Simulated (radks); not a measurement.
Results of a calculation; reference values are marked as such.
Ionisation of Sm, [Xe] 4f6 6s2, to Sm+, [Xe] 4f6 6s1, under several functionals. Scalar-relativistic Kohn-Sham, spin-polarised, spherical densities, finite nucleus; open shells are filled with parallel spins first (spin-orbit coupling, left out, can overturn this in heavy ions); a radial shooting solver on a logarithmic mesh with Libxc functionals.

| functional | E(Sm) (hartree) | Exc (hartree) | IE (eV) | -e(HOMO) (eV) | <r> HOMO (bohr) | IE error (eV) |
|---|---|---|---|---|---|---|
| B86b exchange with PBE correlation | -10427.7008 | -236.4744 | 5.565 | 3.451 | 4.408 | -0.079 |
| AM05 | -10419.8129 | -228.5633 | 5.484 | 3.391 | 4.413 | -0.160 |
| PW91 | -10427.9940 | -236.7720 | 5.594 | 3.467 | 4.409 | -0.050 |
| exchange-only r2SCAN | -10424.4338 | -232.5389 | 4.441 | 2.855 | 4.768 | -1.203 |
| PBEsol | -10423.0705 | -231.8212 | 5.538 | 3.452 | 4.398 | -0.105 |
| RPBE | -10427.1516 | -235.9252 | 5.520 | 3.384 | 4.467 | -0.124 |

NIST Atomic Spectra Database: 5.644 eV (measured). Closest: PW91. The Delta-SCF values span 1.15 eV, the total energies 8.18 hartree. The highest occupied level is 6s. Open shells are spherical and high-spin; term and fine-structure splittings are not resolved. Spin-orbit splitting is averaged out at the scalar-relativistic level.
